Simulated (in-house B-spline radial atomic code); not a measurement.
Radial electron density of neutral ruthenium, [Kr] 4d7 5s1. Computed with a radial B-spline atomic code at the basis-set limit: scalar-relativistic (X2C) LC-wPBE, spin-polarised, spherical fractional occupations, exact exchange averaged over the configuration, Fermi nucleus of rms radius 4.4809 fm.

One-electron X2C: radii and densities carry no picture-change correction, so inner-shell <1/r> comes out high (for 1s by about 2 % at Z = 33, 5 % at 54, 10 % at 75, 30 % at 118) and <r> low.

Columns: r (bohr), 4πr²n(r) (electrons per bohr), bar.

```
 0.00108    1.562 #
 0.00134    2.227 #
 0.00166    3.153 ##
 0.00206     4.45 ###
 0.00256    6.246 ####
 0.00318    8.678 #####
 0.00394    11.87 #######
 0.00489    16.04 ##########
 0.00607    21.27 #############
 0.00754    27.58 #################
 0.00936    34.73 ######################
  0.0116    42.12 ###########################
  0.0144    48.99 ###############################
  0.0179     54.1 ##################################
  0.0222    56.22 ###################################
  0.0276     54.9 ###################################
  0.0342    51.18 ################################
  0.0425    47.73 ##############################
  0.0527    48.22 ##############################
  0.0654     54.5 ##################################
  0.0812       64 ########################################
   0.101    69.74 ############################################
   0.125     65.7 #########################################
   0.155    54.07 ##################################
   0.193    45.18 #############################
   0.239    47.16 ##############################
   0.297    53.79 ##################################
   0.368    51.23 ################################
   0.457    36.18 #######################
   0.567    20.21 #############
   0.704    13.56 #########
   0.874    13.97 #########
    1.08    13.64 #########
    1.35    10.01 ######
    1.67    5.965 ####
    2.07    3.192 ##
    2.57    1.683 #
    3.19   0.8736 #
    3.96   0.4073 
    4.92   0.1555 
    6.11  0.04521 
    7.58 0.009103 
    9.41 0.001119 
    11.7 7.195e-05
```

On this grid the curve has 4 maxima, near 0.0222, 0.101, 0.297, 0.874 bohr.

The 4d down radial function P(r) = rR(r), positive near the nucleus:

```tsv
r (bohr)	P
0.0116	0.0009122
0.0179	0.002964
0.0276	0.009236
0.0425	0.02692
0.0654	0.07112
0.101	0.1635
0.155	0.2989
0.239	0.3916
0.368	0.2549
0.567	-0.1915
0.874	-0.6779
1.35	-0.797
2.07	-0.5667
3.19	-0.2806
4.92	-0.09318
7.58	-0.01654
11.7	-0.001047
```
